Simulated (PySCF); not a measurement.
**Functional dependence of a UV spectrum**

Compound: CH₅AsGeN₂.
SMILES: `N#[C][Ge@H]([NH2])[AsH2]`

Linear-response calculations in the def2-SVPD basis (PySCF; singlets by full response, triplets Tamm–Dancoff, core orbitals frozen in the response; HF means time-dependent Hartree–Fock). 'Strongest' is the level of largest summed f among the singlets computed (10 roots, of which the last may lack a degenerate partner); it can jump between rows when another state enters that window. S1 is the lowest singlet of each run and needn't be the same state throughout; f(S1) is that of one state. Isolated species at its PBE0-D3(BJ)/def2-SVP geometry (one conformer only). The LDA/def2-SVPD calculation is non-relativistic and has no spin–orbit coupling, an omission that weighs most on arsenic and germanium.

```json
{"functional": "LDA", "kind": "LDA", "S1 (eV)": "4.76", "f(S1)": "0.017", "strongest (eV)": "5.87", "T1 (eV)": "4.54", "HOMO (eV)": "-6.64", "gap (eV)": "4.64", "ionisation energy, ΔSCF (eV)": "9.44"}
{"functional": "PBE", "kind": "GGA", "S1 (eV)": "4.84", "f(S1)": "0.016", "strongest (eV)": "5.96", "T1 (eV)": "4.58", "HOMO (eV)": "-6.51", "gap (eV)": "4.74", "ionisation energy, ΔSCF (eV)": "9.77"}
{"functional": "B3LYP", "kind": "global hybrid, 20% exact exchange", "S1 (eV)": "5.56", "f(S1)": "0.026", "strongest (eV)": "6.43", "T1 (eV)": "4.96", "HOMO (eV)": "-7.58", "gap (eV)": "6.40", "ionisation energy, ΔSCF (eV)": "9.61"}
{"functional": "PBE0", "kind": "global hybrid, 25% exact exchange", "S1 (eV)": "5.74", "f(S1)": "0.033", "strongest (eV)": "6.36", "T1 (eV)": "5.00", "HOMO (eV)": "-7.79", "gap (eV)": "6.85", "ionisation energy, ΔSCF (eV)": "9.63"}
{"functional": "BHandHLYP", "kind": "global hybrid, 50% exact exchange", "S1 (eV)": "6.28", "f(S1)": "0.057", "strongest (eV)": "6.73", "T1 (eV)": "5.20", "HOMO (eV)": "-8.84", "gap (eV)": "8.70", "ionisation energy, ΔSCF (eV)": "9.85"}
{"functional": "CAM-B3LYP", "kind": "range-separated hybrid", "S1 (eV)": "6.04", "f(S1)": "0.033", "strongest (eV)": "6.56", "T1 (eV)": "5.15", "HOMO (eV)": "-9.08", "gap (eV)": "9.06", "ionisation energy, ΔSCF (eV)": "9.88"}
{"functional": "wB97X-D", "kind": "range-separated hybrid", "S1 (eV)": "6.13", "f(S1)": "0.048", "strongest (eV)": "6.62", "T1 (eV)": "5.26", "HOMO (eV)": "-9.59", "gap (eV)": "10.32", "ionisation energy, ΔSCF (eV)": "9.83"}
{"functional": "LC-wPBE", "kind": "range-separated hybrid", "S1 (eV)": "6.54", "f(S1)": "0.090", "strongest (eV)": "6.89", "T1 (eV)": "5.28", "HOMO (eV)": "-10.37", "gap (eV)": "11.45", "ionisation energy, ΔSCF (eV)": "10.07"}
{"functional": "HF", "kind": "Hartree–Fock", "S1 (eV)": "6.32", "f(S1)": "0.003", "strongest (eV)": "7.45", "T1 (eV)": "4.91", "HOMO (eV)": "-10.31", "gap (eV)": "12.02", "ionisation energy, ΔSCF (eV)": "not settled"}
```

S1 runs from 4.76 eV (LDA) to 6.54 eV (LC-wPBE), a spread of 1.78 eV, while the orbital gap spreads over 7.4 eV. Along PBE (0%), B3LYP (20%), PBE0 (25%), BHandHLYP (50%), HF (100%) S1 rises with the share of exact exchange. −ε(HOMO) comes closest to its own ΔSCF ionisation energy with wB97X-D (-0.24 eV) and misses most with PBE (-3.26 eV). 'Not settled' means that the ion's SCF failed to converge or may have ended in another state than the lowest.
